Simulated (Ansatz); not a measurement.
Computed with Ansatz on PBE0-D4/def2-TZVP structures; ΔE is electronic, products minus reactants. CCSD(T)/CBS is the MP2 limit (def2-TZVPP, def2-QZVPP) plus CCSD(T) − MP2 in def2-TZVPP, frozen cores. This one scheme is used for every species. Functionals use def2-TZVPP. Each species was taken in one conformer, which may not be the lowest.

Consider the formal exchange of groups at the Si–Si bond: `[SiH3][SiH]1CO[SiH2]1` + `COCN` → `C1O[SiH2][SiH2]1` + `COC(N)[SiH3]`.

```json
{"level": "PBE-D4", "ΔE (kJ/mol)": "48.8"}
{"level": "MP2/def2-TZVPP", "ΔE (kJ/mol)": "37.1"}
{"level": "HF/def2-QZVPP", "ΔE (kJ/mol)": "36.8"}
{"level": "MP2/CBS(def2)", "ΔE (kJ/mol)": "36.2"}
```

Task: What does CCSD(T)/CBS give? (Best estimate.)

Result: The calculation gave: +39.6 kJ/mol. The listed levels differ from it by 9.2, -2.5, -2.8, -3.4 kJ/mol.

Largest T1 diagnostic among the species: 0.014.
